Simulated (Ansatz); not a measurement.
Compare A (`BN/C=N/C=C`) with its isomer B (`BC=C(N)C=N`).

Program: Ansatz. Geometries: PBE0-D4/def2-TZVP. ΔE: electronic, gas phase. CBS: MP2 limit from def2 TZ/QZ plus the TZ coupled-cluster correction, frozen cores. Functionals use def2-TZVPP. B3LYP here is the variant with VWN-RPA as its local correlation; programs differ in this. One conformer a species, not always the lowest.

Q: Which isomer does CCSD(T)/CBS put lower? Give the gap. (Best estimate.)

A: Ansatz gave: A, by 20.5 kcal/mol.

Q: Give E(B) − E(A) in kcal/mol with MP2/def2-TZVPP, CCSD(T)/def2-TZVPP, B2PLYP, B3LYP, B3LYP-D4, PBE-D4, PBE0-D4. (Best estimate.)

A: The calculation gave: MP2/def2-TZVPP 20.4, CCSD(T)/def2-TZVPP 20.8, B2PLYP 20.9, B3LYP 21.0, B3LYP-D4 20.3, PBE-D4 18.3, PBE0-D4 19.1. None reverses the order clearly.

Largest T1 diagnostic: 0.015.

From PBE to PBE0 (25 % exact exchange), in def2-TZVPP and without D4, E(B) − E(A) moves by +0.7 kcal/mol. In def2-TZVPP, CCSD(T) changes the Hartree–Fock value by −3.2 kcal/mol (the triples alone add −0.6 kcal/mol) and MP2 by −3.5 kcal/mol.
